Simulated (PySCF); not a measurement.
Ionisation energy of Cr by level of theory

Cr [Ar] 3d5 4s1 (7S) → Cr⁺ [Ar] 3d5 (6S), as a difference of total energies. Computed with PySCF 2.14 in cc-pVDZ-DK, with scalar relativity by spin-free X2C-1e. Correlated levels: valence: [Ar] frozen. The calculations carry no spin-orbit coupling.

| method | ionisation energy (eV) | error (eV) |
| --- | --- | --- |
| UHF | 6.012 | -0.755 |
| BP86 | 7.493 | +0.726 |
| B3LYP | 7.104 | +0.337 |
| MP2 (valence) | 6.442 | -0.325 |
| SCS-MP2 (valence) | 6.156 | -0.611 |

Reference: 6.767 eV (measured; NIST Atomic Spectra Database, ionization energies).

Errors of the correlated levels include the incompleteness of this basis and the frozen core.
